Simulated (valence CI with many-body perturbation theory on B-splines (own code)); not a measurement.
# Ti17+: key properties

Computed by relativistic CI+MBPT: three valence electrons over a frozen Dirac-Fock core [He], radial functions for each j: 11 s, 11 p, 9 d, 7 f, 5 g, 2 h, 1 i, with the one-electron correlation potential Σ1, the two-electron term Σ2, the three-electron term Σ3, Breit, model QED; selected CI, second order for the rest (own B-spline code, finite nucleus).

No measured levels were compared; by estimate levels of excited configurations hold to 0.05 to 0.15 % of their energy, terms of the ground configuration to about 0.5 %.

Names give the largest LS component (configuration and term), which can be under half, so a name can repeat, a term be missing and a line seem to break the LS rules; names also repeat where a configuration has a term twice.

Rates and lifetimes use the calculated energies. Strong lines usually hold to 10 to 20 %, long lifetimes can be off by a factor of two.

**Question.** What is the ground level?

**Answer.** 2s2.2p 2P°_1/2, composition 98 % 2s2.2p 2P° + 2 % 2p3 2P°, g = 0.662.

**Question.** How well does LS coupling describe the low levels?

**Answer.** Among the lowest 20 levels the leading LS term, summed over configurations, holds 94 % on average. For single configurations the figures are 92 % in LS and 77 % in jj coupling. Terms mix most in the J = 1/2 level at 83.57 eV, where the leading one holds 53 %.

**Question.** Where does the other parity begin?

**Answer.** At 2s.2p2 4P_1/2, 38.38 eV.

**Question.** What is the ionisation energy?

**Answer.** 1220.4 eV; NIST lists 1220.3 ± 0.5 eV (semi-empirical).

**Question.** How is the term 2P° of the ground level split?

**Answer.** J = 1/2 at 0.00, J = 3/2 at 6.98 eV.

**Question.** Among levels below 809.18 eV, which E1 lines absorb most strongly from the ground level?

**Answer.** to 2s2.3d 2D_3/2 at 1.721 nm, f = 0.662; to 2s.2p.3p 2P_1/2 at 1.674 nm, f = 0.103; to 2s.2p.3p 2D_3/2 at 1.656 nm, f = 0.100.

**Question.** What are the static dipole polarisabilities of the lowest levels?

**Answer.** 2s2.2p 2P°_1/2 0.0236; 2s2.2p 2P°_3/2 0.0237 (tensor 0.0021) bohr³, of which the core gives 4.00e-05.
